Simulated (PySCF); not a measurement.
Electronic absorption of C6H9O2P

Species: C6H9O2P.
SMILES: `C#CC[P@](=O)(O)CC=C`

The calculation used PySCF 2.14.0, density-fitted response routines, TDDFT B3LYP/def2-SVPD, vertical, gas phase, core orbitals frozen in the response. Isolated species at its PBE0-D3(BJ)/def2-SVP geometry (one conformer only). Torsions of this conformer, `[CH:1]#[C:2][CH2:3][P@:4](=[O:5])([OH:6])[CH2:7][CH:8]=[CH2:9]`: C2–C3–P4–O5 -70°, C3–P4–C7–C8 -179°, P4–C7–C8–C9 -110°, H–O6–P4–C3 145°.

Question: What does the calculation give for the low-lying excited states?

Answer: 

```csv
state,E (eV),ν̃ (cm⁻¹),f,|μ| (D),"main configurations (H = HOMO, L = LUMO)"
S1,6.18,49880,0.156,2.58,"H→L (77%), H-1→L (13%)"
S2,6.36,51260,0.0013,0.24,"H→L+1 (35%), H→L+3 (18%), H-2→L+2 (12%)"
S3,6.43,51840,0.0065,0.52,"H→L+1 (51%), H-2→L+2 (19%), H-2→L (11%)"
S4,6.54,52720,0.0024,0.31,"H→L+2 (24%), H→L+3 (22%), H-2→L+3 (16%)"
S5,6.57,53000,0.0026,0.32,"H→L+2 (24%), H→L+3 (17%), H-1→L+3 (13%)"
S6,6.79,54750,0.024,0.96,"H-1→L (37%), H-3→L (25%), H-2→L (16%)"
S7,6.93,55930,0.0073,0.53,"H-1→L+1 (38%), H→L+4 (13%), H-3→L (13%)"
S8,6.99,56340,0.077,1.70,"H-2→L (35%), H-1→L+1 (18%), H-2→L+2 (17%)"
S9,7.02,56640,0.0040,0.39,"H-1→L+1 (24%), H-4→L (14%), H→L+2 (11%)"
S10,7.15,57700,0.045,1.29,"H-4→L (48%), H-3→L (22%), H→L+4 (8%)"
```

Triplets, Tamm–Dancoff:

```csv
state,E (eV),λ (nm),"main configurations (H = HOMO, L = LUMO)"
T1,4.33,286.2,"H→L (59%), H-1→L (25%)"
T2,5.26,235.7,"H-2→L+3 (23%), H→L+2 (17%), H-1→L+2 (13%)"
T3,5.74,215.9,"H-2→L+2 (20%), H→L+3 (16%), H-2→L+3 (12%)"
T4,5.75,215.7,"H-2→L+3 (38%), H-1→L+3 (15%), H→L+2 (8%)"
```

The lowest singlet comes at 200 nm (597 kJ/mol) in the ultraviolet; it is strong; its leading configuration is HOMO→LUMO (77%). The lowest level is also the most intense of those listed (f = 0.156). Löwdin shares by element: HOMO carbon 44% or more, oxygen 15% or more (atoms not listed hold the other 40%); LUMO carbon 68% or more, hydrogen 6% or more (atoms not listed hold the other 26%). Orbital energies (eV): HOMO-3 -8.27, HOMO-2 -7.97, HOMO-1 -7.80, HOMO -7.26, LUMO -0.49, LUMO+1 -0.02, LUMO+2 0.22. The oscillator strengths of these states sum to 0.326; summed over the whole spectrum of an exact calculation they would give the number of electrons, 76 (Thomas–Reiche–Kuhn). The listed states span 0.97 eV, and the widest gap between neighbours is 0.22 eV (S5 to S6). The vertical ionisation energy (ΔSCF) is 9.07 eV, 1.91 eV above S10. The window holds the lowest 10 singlets.

The run took 5.8 min of wall time (grids of density and orbitals included) on Arm Neoverse V2, one thread (shared host), and the process peaked at 1.1 GiB of memory.
